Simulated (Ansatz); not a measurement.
Reaction (ligand exchange at the Si–O bond): `CO[SiH2]S[SiH2]F` + HCl → `F[SiH2]S[SiH2]Cl` + CH₃OH

Computed with Ansatz on PBE0-D4/def2-TZVP structures; ΔE is electronic, products minus reactants. CCSD(T)/CBS is the MP2 limit (def2-TZVPP, def2-QZVPP) plus CCSD(T) − MP2 in def2-TZVPP, frozen cores. This one scheme is used for every species. DFT in def2-TZVPP. Each species was taken in one conformer, which may not be the lowest.

(1) Is it downhill or uphill in electronic energy at CCSD(T)/CBS, and by how much? (Best estimate.)

(2) What do these levels give: PBE0-D4, B2PLYP, r2SCAN, SCS-MP2/def2-TZVPP, MP2/CBS(def2), CCSD/CBS(def2)? (Estimate.)

Largest T1 diagnostic among the species: 0.012.

Answers

(1) Computed: Uphill: ΔE = +1.8 kcal/mol.

(2) The calculation gave: PBE0-D4 0.4, B2PLYP 2.0, r2SCAN 1.2, SCS-MP2/def2-TZVPP 2.6, MP2/CBS(def2) 1.1, CCSD/CBS(def2) 1.7 kcal/mol.

The D4 term adds +1.2 kcal/mol with B3LYP and +0.8 kcal/mol with PBE0; it sums over pairs of atoms, weighted by their polarisabilities, and B3LYP, whose exchange is more repulsive, gets the larger term.

B3LYP here is the variant with VWN-RPA as its local correlation; programs differ in this.
